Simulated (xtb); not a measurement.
AlI2 (SMILES [I][Al+][I]), charge +1, singlet, from a rough starting geometry (GFN-xTB shapes and energies of metal compounds can be far from the true ones); GFN2-xTB in xtb.

Input for xtb:
```
$ xtb mol.xyz --gfn 2 --chrg 1 --opt vtight --json

# file mol.xyz
3

Al     0.01359428    -0.03149255    -0.02782594
I     -0.10512905     1.92006250    -1.52395675
I      0.12238717    -1.93361745     1.45693847
```

The log (banner, timings and long lists left out):

```
   ID    Z sym.   atoms
    1   13 Al     1
    2   53 I      2, 3

           -------------------------------------------------
          |                Calculation Setup                |
           -------------------------------------------------

           -------------------------------------------------
          |                 G F N 2 - x T B                 |
           -------------------------------------------------

          ...................................................
          :                      SETUP                      :
          :.................................................:
          :  # basis functions                  30          :
          :  # atomic orbitals                  27          :
          :  # shells                            9          :
          :  # electrons                        16          :
          :  max. iterations                   250          :
          :  Hamiltonian                  GFN2-xTB          :
          :  restarted?                      false          :
          :  GBSA solvation                  false          :
          :  PC potential                    false          :
          :  electronic temp.          300.0000000     K    :
          :  accuracy                    1.0000000          :
          :  -> integral cutoff          0.2500000E+02      :
          :  -> integral neglect         0.1000000E-07      :
          :  -> SCF convergence          0.1000000E-05 Eh   :
          :  -> wf. convergence          0.1000000E-03 e    :
          :  Broyden damping             0.4000000          :
          :  net charge                          1          :
          :  unpaired electrons                  0          :
          ...................................................

 iter      E             dE          RMSdq      gap      omega  full diag
   1     -8.1460487 -0.814605E+01  0.284E+01    4.17       0.0  T
   2     -8.1407518  0.529694E-02  0.444E+01    2.13       1.0  T
   3     -5.3982332  0.274252E+01  0.719E+01    1.85       1.0  T
   4     -2.8906962  0.250754E+01  0.643E+01    2.55       1.0  T
   5     -8.3254547 -0.543476E+01  0.119E+01    2.76       1.0  T
   6     -8.3302401 -0.478539E-02  0.526E+00    2.86       1.0  T
   7     -8.3452659 -0.150259E-01  0.335E+00    2.96       1.0  T
   8     -8.3564547 -0.111888E-01  0.352E+00    3.04       1.0  T
   9     -8.3620195 -0.556477E-02  0.316E+00    3.08       1.0  T
  10     -8.3622841 -0.264649E-03  0.306E+00    3.09       1.0  T
  11     -8.3632393 -0.955225E-03  0.191E+00    3.08       1.0  T
  12     -8.3633837 -0.144392E-03  0.685E-01    3.09       1.0  T
  13     -8.3634142 -0.304585E-04  0.211E-01    3.07       1.0  T
  14     -8.3634063  0.789038E-05  0.833E-02    3.07       1.0  T
  15     -8.3634250 -0.187298E-04  0.253E-02    3.07       2.3  T
  16     -8.3634251 -0.289616E-07  0.838E-03    3.07       6.9  T
  17     -8.3634250  0.486058E-08  0.333E-03    3.06      17.4  T
  18     -8.3634251 -0.974007E-08  0.893E-04    3.07      64.6  T
  19     -8.3634251 -0.704290E-10  0.642E-04    3.07      89.9  T

   *** convergence criteria satisfied after 19 iterations ***

         :::::::::::::::::::::::::::::::::::::::::::::::::::::
         ::                     SUMMARY                     ::
         :::::::::::::::::::::::::::::::::::::::::::::::::::::
         :: total energy              -8.320105738375 Eh    ::
         :: gradient norm              0.033713836906 Eh/a0 ::
         :: HOMO-LUMO gap              3.065013027036 eV    ::
         ::.................................................::
         :: SCC energy                -8.363425238824 Eh    ::
         :: -> isotropic ES            0.136837404437 Eh    ::
         :: -> anisotropic ES         -0.000547346079 Eh    ::
         :: -> anisotropic XC         -0.023057955657 Eh    ::
         :: -> dispersion             -0.002456235648 Eh    ::
[...]
 * total energy  :    -8.3201057 Eh     change        0.4272138E-10 Eh
 * total energy  :    -8.3088408 Eh     change        0.1126494E-01 Eh
 * total energy  :    -8.3185907 Eh     change       -0.9749885E-02 Eh
 * total energy  :    -8.2999772 Eh     change        0.1861346E-01 Eh
 * total energy  :    -8.3213007 Eh     change       -0.2132343E-01 Eh
 * total energy  :    -8.3213963 Eh     change       -0.9569611E-04 Eh
 * total energy  :    -8.3214913 Eh     change       -0.9493569E-04 Eh
 * total energy  :    -8.3214915 Eh     change       -0.2232727E-06 Eh
 * total energy  :    -8.3214915 Eh     change       -0.3257244E-07 Eh
   *** GEOMETRY OPTIMIZATION CONVERGED AFTER 9 ITERATIONS ***
         :: total energy              -8.321491538101 Eh    ::
[...]
         :::::::::::::::::::::::::::::::::::::::::::::::::::::

           -------------------------------------------------
          |                Property Printout                |
           -------------------------------------------------

    * Orbital Energies and Occupations

         #    Occupation            Energy/Eh            Energy/eV
      -------------------------------------------------------------
         1        2.0000           -0.9716568             -26.4401
         2        2.0000           -0.9716327             -26.4395
         3        2.0000           -0.7398300             -20.1318
         4        2.0000           -0.6736612             -18.3313
         5        2.0000           -0.6736611             -18.3313
         6        2.0000           -0.6727972             -18.3077
         7        2.0000           -0.6526960             -17.7608
         8        2.0000           -0.6526960             -17.7608 (HOMO)
         9                         -0.5468391             -14.8803 (LUMO)
        10                         -0.4470414             -12.1646
        11                         -0.4470413             -12.1646
        12                         -0.3964903             -10.7891
        13                         -0.3964903             -10.7891
        14                         -0.3228263              -8.7846
        15                         -0.3228261              -8.7845
        16                         -0.2916689              -7.9367
        17                         -0.2344336              -6.3793
        18                         -0.2344336              -6.3793
        19                         -0.1852815              -5.0418
       ...                                ...                  ...
        27                          2.4882627              67.7091
      -------------------------------------------------------------
                  HL-Gap            0.1058569 Eh            2.8805 eV
             Fermi-level           -0.5997676 Eh          -16.3205 eV

     #   Z          covCN         q      C6AA      α(0)
     1  13 Al       1.660     0.549   181.773    33.019
     2  53 I        0.830     0.225   355.590    32.553
     3  53 I        0.830     0.225   355.591    32.553

 Mol. C6AA /au·bohr⁶  :       2567.613414
 Mol. C8AA /au·bohr⁸  :     238461.954999
 Mol. α(0) /au        :         98.125316

Wiberg/Mayer (AO) data.
largest (>0.10) Wiberg bond orders for each atom

 ---------------------------------------------------------------------------
     #   Z sym  total        # sym  WBO       # sym  WBO       # sym  WBO
 ---------------------------------------------------------------------------
     1  13 Al   3.340 --     2 I    1.670     3 I    1.670
     2  53 I    1.856 --     1 Al   1.670     3 I    0.186
     3  53 I    1.856 --     1 Al   1.670     2 I    0.186
 ---------------------------------------------------------------------------

Topologies differ in total number of bonds
Writing topology from bond orders to xtbtopo.mol

molecular dipole:
                 x           y           z       tot (Debye)
 q only:        0.019      -0.028      -0.059
   full:        0.019      -0.028      -0.059       0.172
molecular quadrupole (traceless):
                xx          xy          yy          xz          yz          zz
 q only:       -4.897      -0.545       4.297       0.419      -7.136       0.599
  q+dip:       -1.936      -0.216       1.698       0.165      -2.819       0.239
   full:        1.958       0.217      -1.722      -0.170       2.860      -0.236

optimized geometry written to: xtbopt.xyz

           -------------------------------------------------
          | TOTAL ENERGY               -8.321491538101 Eh   |
          | GRADIENT NORM               0.000066134629 Eh/α |
          | HOMO-LUMO GAP               2.880512744127 eV   |
           -------------------------------------------------

normal termination of xtb
```
